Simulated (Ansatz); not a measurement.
CH4ClFGeO (`[OH][GeH]([F])[CH2]Cl`). Charge 0, multiplicity 1. The structure was optimised at the PBE0-D4/def2-TZVP level. It is one conformer, not always the lowest.

```xyz
9

O     0.464   -0.431   -1.885
Ge   -0.441    0.368   -0.607
F    -2.048   -0.306   -0.603
C     0.240   -0.041    1.177
Cl    1.833    0.716    1.400
H     0.563   -1.378   -1.760
H    -0.522    1.845   -0.978
H    -0.435    0.345    1.940
H     0.346   -1.117    1.317
```

Task: What is the dipole moment at PBE/def2-TZVPP? (An estimate is asked.)

Result: Ansatz gave: 1.40 D, with components (0.21, -0.79, 1.14) D in this frame, pointing from negative to positive charge.

Task: And with r2SCAN, B3LYP, ωB97M-V? (Best estimate.)

Result: Computed: r2SCAN 1.43 D, B3LYP 1.45 D, ωB97M-V 1.43 D.

Task: Give the Mulliken charges with PBE, B3LYP, ωB97M-V in def2-TZVPP. (An estimate is asked.)

Result: The calculation gave: 
```csv
atom,PBE,B3LYP,ωB97M-V
O1,-0.36,-0.40,-0.39
Ge2,0.61,0.70,0.67
F3,-0.35,-0.39,-0.39
C4,-0.22,-0.23,-0.31
Cl5,-0.13,-0.14,-0.11
H6,0.18,0.18,0.17
H7,-0.01,0.00,0.03
H8,0.14,0.15,0.17
H9,0.13,0.13,0.15
```

B3LYP here is the variant with VWN-RPA as its local correlation; programs differ in this.
